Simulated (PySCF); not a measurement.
**How methods differ on the excitation energy of Be**

Be [He] 2s2 (1S) → Be [He] 2s1 3s1 (3S), as a difference of total energies. Computed with PySCF 2.14 in aug-cc-pVTZ-DK, with the spin-free X2C one-electron Hamiltonian (Gaussian nucleus). Correlated levels: valence: 1s2 frozen. The calculations carry no spin-orbit coupling.

```tsv
method	excitation energy (cm⁻¹)
UHF	43010
LDA	48935
PBE	48537
PBE0	48570
r2SCAN	48076
M06	48584
MN15	50169
TPSS	49723
HSE06	48525
MP2 (valence)	48821
SCS-MP2 (valence)	50341
```

Errors of the correlated levels include the incompleteness of this basis and the frozen core.

For comparison: 52081 cm⁻¹ (measured; NIST levels).
